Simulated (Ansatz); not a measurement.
Reaction (isomerisation): `O=C([SiH3])[SiH](O)Cl` → `Cl[SiH]1CO[SiH2]O1`

Calculated with Ansatz (gas phase, PBE0-D4/def2-TZVP geometries, no zero-point term in ΔE). CBS: MP2 limit from def2 TZ/QZ plus the TZ coupled-cluster correction, frozen cores. DFT in def2-TZVPP. B3LYP here is the variant with VWN-RPA as its local correlation; programs differ in this. One conformer a species, not always the lowest.

| level | ΔE (eV) | difference from CCSD(T)/CBS |
| --- | --- | --- |
| PBE-D4 | -2.69 | 0.35 |
| r2SCAN-D4 | -2.98 | 0.06 |
| PBE0-D4 | -2.97 | 0.07 |
| B3LYP-D4 | -2.86 | 0.18 |
| ωB97X-V | -3.03 | 0.01 |
| ωB97M-V | -3.02 | 0.02 |
| B2PLYP | -2.95 | 0.09 |
| PBE | -2.68 | 0.36 |
| r2SCAN | -2.98 | 0.06 |
| PBE0 | -2.96 | 0.08 |
| B3LYP | -2.83 | 0.21 |
| HF/def2-TZVPP | -3.12 | -0.08 |
| MP2/def2-TZVPP | -3.14 | -0.10 |
| SCS-MP2/def2-TZVPP | -3.06 | -0.02 |
| CCSD/def2-TZVPP | -3.05 | -0.01 |
| CCSD(T)/def2-TZVPP | -2.99 | 0.05 |
| HF/def2-QZVPP | -3.15 | -0.11 |
| MP2/def2-QZVPP | -3.18 | -0.14 |
| SCS-MP2/def2-QZVPP | -3.10 | -0.06 |
| HF/CBS(def2) | -3.16 | -0.12 |
| MP2/CBS(def2) | -3.19 | -0.15 |
| CCSD/CBS(def2) | -3.11 | -0.07 |
| CCSD(T)/CBS | -3.04 | 0 |

Largest T1 diagnostic among the species: 0.014.

The D4 term adds −0.03 eV with B3LYP and −0.01 eV with PBE0; it sums over pairs of atoms, weighted by their polarisabilities, and B3LYP, whose exchange is more repulsive, gets the larger term. From PBE to PBE0 (25 % exact exchange), in def2-TZVPP and without D4, ΔE moves by −0.28 eV.
